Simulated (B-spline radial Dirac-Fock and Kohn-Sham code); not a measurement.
Widths and yields of inner-shell holes in Ge⁺

System: Ge⁺ in the configuration [Ar] 3d10 4s2 4p1.

Model: independent-particle radiative and Coulomb Auger rates from relativistic LDA hole-state orbitals, with Dirac-Fock energies. Program: a radial finite-basis atomic code.

Partial widths are in eV. Coster-Kronig decay leaves a hole in the same principal shell; its rates are the weakest part of the model, often 1.5 to 2.5 times too large and more for N holes. Holes without an open Auger channel, or with an unreliable SCF state, are not listed.

| hole | radiative | Auger | Coster-Kronig | total | fluorescence yield | lifetime (fs) |
| --- | --- | --- | --- | --- | --- | --- |
| K | 1.02 | 0.861 | 0 | 1.88 | 0.542 | 0.350 |
| L1 | 0.00858 | 0.579 | 7.21 | 7.80 | 0.00110 | 0.0844 |
| L2 | 0.0122 | 0.815 | 0.0115 | 0.839 | 0.0145 | 0.785 |
| L3 | 0.0120 | 0.850 | 0 | 0.862 | 0.0139 | 0.763 |
| M1 | 6.40e-05 | 0.0173 | 2.47 | 2.49 | 2.57e-05 | 0.265 |
| M2 | 0.000203 | 0.00392 | 3.77 | 3.77 | 5.39e-05 | 0.174 |
| M3 | 0.000188 | 0.00380 | 3.45 | 3.46 | ? | ? |

Problem. What are the fluorescence yield and the lifetime of the M3 hole?

Solution. The yield is the radiative width over the total, 5.44e-05, and the lifetime is ħ/Γ = 0.190 fs.

Values without a named source are computed, but for edge energies of neutral atoms, which are taken from tables.
